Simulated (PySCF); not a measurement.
Choosing a molecule for a target property.

Each SMILES stands for a single optimised conformer of the isolated species, non-relativistic unless stated; the electronic structure was computed with PySCF and density fitting.

The conformers computed, where there is a choice (atom-mapped SMILES and torsion angles):
- `[CH2:1]=[CH:2][N:3]([SiH3:4])/[N:5]=[CH:6]\[CH2:7][CH2:8][CH3:9]`: C1–C2–N3–Si4 24°, C2–N3–N5–C6 157°, N5–C6–C7–C8 -140°, C6–C7–C8–C9 179°
- `[CH3:1][CH:2]([CH3:3])[CH2:4][NH:5][CH2:6][SiH2:7][C:8]#[N:9]`: C1–C2–C4–N5 62°, C2–C4–N5–C6 180°, C4–N5–C6–Si7 178°, N5–C6–Si7–C8 63°
- `[CH2:1]=[CH:2][Si@@H:3]1[SiH2:4][SiH2:5][Si@@H:6]1[CH3:7]`: C1–C2–Si3–Si4 33°
- `[CH:1]#[C:2][CH2:3][NH:4][CH3:5]`: C2–C3–N4–C5 65°
- `[CH3:1][C:2]([CH3:3])([SiH3:4])/[C:5]([C:6]#[N:7])=[CH:8]\[F:9]`: C1–C2–C5–C6 -11°
- `[CH3:1][S:2][c:3]1[cH:4][cH:5][c:6]([C:7](=[O:8])[F:9])[cH:10][cH:11]1`: C1–S2–C3–C4 0°, C5–C6–C7–O8 1°

The conformers of `CC1=NN([SiH](C)C)CC1`, `C1CC12[SiH2][SiH2][SiH2][SiH2]2` and `CC[C@@H]1CC[SiH2]C[C@@H]1F` aren't listed.

**Question.** Wanted: HOMO energy between -7 eV and -5.7 eV (PBE0/pcSseg-1) and HOMO–LUMO gap above 6.6 eV (PBE0/pcSseg-1), at GFN2-xTB geometries. Which candidate meets both?
A. `C=CN([SiH3])/N=C\CCC`
B. `C[Si@@H]1[Si@@H]([SiH2][SiH2]1)C=C`
C. `CC[C@@H]1CC[SiH2]C[C@@H]1F`
D. `N1(N=C(C)CC1)[SiH](C)C`
E. `C#CCNC`
F. `CC(C)CNC[SiH2]C#N`
G. `C1CC12[SiH2][SiH2][SiH2][SiH2]2`

**Answer.** E. Computed values:
```csv
species,HOMO energy,HOMO–LUMO gap
CC[C@@H]1CC[SiH2]C[C@@H]1F,-7.90 eV,8.90 eV
C1CC12[SiH2][SiH2][SiH2][SiH2]2,-7.73 eV,6.78 eV
C[Si@@H]1[Si@@H]([SiH2][SiH2]1)C=C,-7.06 eV,5.58 eV
CC(C)CNC[SiH2]C#N,-6.80 eV,6.40 eV
C#CCNC,-6.66 eV,7.66 eV
C=CN([SiH3])/N=C\CCC,-5.87 eV,5.98 eV
N1(N=C(C)CC1)[SiH](C)C,-5.58 eV,6.25 eV
```

**Question.** Wanted: dipole moment below 1 D (PBE0/pcSseg-1) and smallest rotational constant above 0.7 GHz (GFN2-xTB), at GFN2-xTB geometries. Which candidate meets both?
A. `C=C[Si@@H]1[SiH2][SiH2][Si@@H]1C`
B. `N(/N(C=C)[SiH3])=C/CCC`
C. `CSc1ccc(C(=O)F)cc1`
D. `C#CCNC`
E. `CC(C)([SiH3])/C(C#N)=C\F`
F. `CC(C)CNC[SiH2]C#N`

**Answer.** D. Computed values:
```csv
species,dipole moment,smallest rotational constant
C#CCNC,0.65 D,2.800 GHz
C=C[Si@@H]1[SiH2][SiH2][Si@@H]1C,1.15 D,0.749 GHz
N(/N(C=C)[SiH3])=C/CCC,2.28 D,0.565 GHz
CC(C)([SiH3])/C(C#N)=C\F,2.83 D,0.927 GHz
CC(C)CNC[SiH2]C#N,3.55 D,0.492 GHz
CSc1ccc(C(=O)F)cc1,4.94 D,0.390 GHz
```
